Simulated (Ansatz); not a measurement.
A nudged elastic band was laid between two geometries of Cl3FTi + H2 (7 atoms, charge 0, multiplicity 1).

These are results of RKS PBE0-D4/def2-SVP in Ansatz, not measurements.

```json
{"movable images": "5", "climbing image": "yes", "spring": "5.0 eV/Å²", "optimiser": "quadratic models (default)", "start path": "through a guess of the saddle point", "force threshold": "0.05 eV/Å", "iteration limit": "60", "end points": "relaxed"}
```

Image 0:

```xyz
7
Properties=species:S:1:pos:R:3
Ti 0.370 0.000 -0.165
F 0.377 0.000 1.553
Cl 2.410 0.000 -0.867
Cl -0.639 1.768 -0.886
Cl -0.639 -1.768 -0.886
H -2.858 0.000 1.389
H -2.316 0.000 1.923
```

Image 6:

```xyz
7
Properties=species:S:1:pos:R:3
Ti -0.346 0.000 -0.177
F -0.079 0.000 2.049
Cl 1.842 0.000 -0.035
Cl -0.931 1.759 -1.255
Cl -0.931 -1.759 -1.255
H -1.807 0.000 0.782
H -1.043 0.000 1.952
```

Question: Which bonds break or form, and what moves?

Answer: Bonds broken: H6–H7. Bonds formed: Ti1–H6, F2–H7. Cl3FTi + H2 becomes Cl3FH2Ti.

Question: What energy profile does the band end with?

Answer: The forces met the threshold. The highest image is number 5 of 0 to 6, 1.89 eV above the first end and 0.01 eV above the last; the last end lies 1.88 eV above the first. A vibrational analysis at the climbing image gives 2 clearly imaginary modes (141i, 67i cm⁻¹): a point of higher order. A lower path may pass nearby, or the ends, which weren't checked, may share the extra mode. The orbitals stay closed-shell, which can raise the energy where a bond breaks towards radicals; this wasn't checked here.

```csv
image,path coordinate (Å),energy (eV),H6–H7 (Å),Ti1–H6 (Å),F2–H7 (Å)
0,0.00,0.00,0.76,3.58,2.72
1,0.51,0.02,0.76,3.09,2.51
2,1.02,0.11,0.76,2.64,2.17
3,1.53,0.42,0.77,2.27,1.85
4,2.05,1.27,0.84,1.97,1.47
5,2.56,1.89,1.22,1.78,1.02
6,2.77,1.88,1.40,1.75,0.97
```

Question: What is the geometry of the highest image?

Answer: 
```xyz
7
Properties=species:S:1:pos:R:3:forces:R:3
Ti -0.329 0.000 -0.129 0.05 0.00 0.00
F -0.045 0.000 2.001 -0.03 0.00 -0.04
Cl 1.857 0.000 -0.121 0.00 0.00 0.00
Cl -0.961 1.758 -1.179 -0.01 0.01 -0.01
Cl -0.961 -1.758 -1.179 -0.01 -0.01 -0.01
H -1.813 0.000 0.862 0.02 0.00 0.03
H -1.044 0.000 1.806 -0.02 0.00 0.02
```

The run took 2.4 min on 4 threads of Arm Neoverse V1, with other jobs on the host, peak memory 0.31 GiB.
